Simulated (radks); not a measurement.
Question: The mean radii <r> (bohr) of the occupied orbitals of an atom or ion are listed with their occupations. Method: Dirac Kohn-Sham, PBE, spin-unpolarised, spherical densities, finite nucleus; Fermi nuclear charge, rms radius of each element as measured or else 0.836 A^(1/3) + 0.57 fm; computed with a radial shooting solver on a logarithmic mesh with Libxc functionals.

orbital  occ.      <r>
1s1/2       2  0.01687
2s1/2       2  0.07047
2p1/2       2  0.05798
2p3/2       4  0.06653
3s1/2       2   0.1833
3p1/2       2   0.1736
3p3/2       4   0.1893
3d3/2       4   0.1648
3d5/2       6   0.1696
4s1/2       2   0.4070
4p1/2       2   0.4094
4p3/2       4   0.4434
4d3/2       4   0.4519
4d5/2       6   0.4631
5s1/2       2   0.9282
4f5/2       6   0.4952
4f7/2       8   0.5023
5p1/2       2    1.004
5p3/2       4    1.104
5d3/2       4    1.571
5d5/2       6    1.657
6s1/2       1    2.868

Name the element and its charge. Open shells, if any, fill j = l - 1/2 first.

Answer: Z = 79, gold, charge 0: Au in [Xe] 4f14 5d10 6s1. The 1s radius gives Z: for a bare nucleus <r> = (2 gamma + 1)/(2Z) with gamma = sqrt(1 - (Z/c)^2), 0.01667 bohr for Z = 79, and screening makes it slightly larger (0.01687 here). The occupations add up to 79, and the charge is Z minus that.
